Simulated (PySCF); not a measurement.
SeHI, SMILES [SeH]I. Heavy atoms are numbered as in [SeH:1][I:3]. Hydrogens are named by the atom that carries them.

The structure is a stationary point at B3LYP-D3(BJ)/def2-TZVP. The def2 effective core potentials stand for the cores of I; spin–orbit coupling is left out.

Computed with r2SCAN/def2-TZVPD run with PySCF.

Mulliken values depend strongly on the basis, most of all with diffuse functions as here. ESP charges are fitted to the potential on shells at 1.4 to 2.0 van der Waals radii. Atomic charges (e), one atom of each kind:

```
atom       Mulliken  ESP fit
---------  --------  -------
Se1 (SeH)     -0.16    -0.08
H on Se1       0.19     0.12
I3            -0.03    -0.04
```
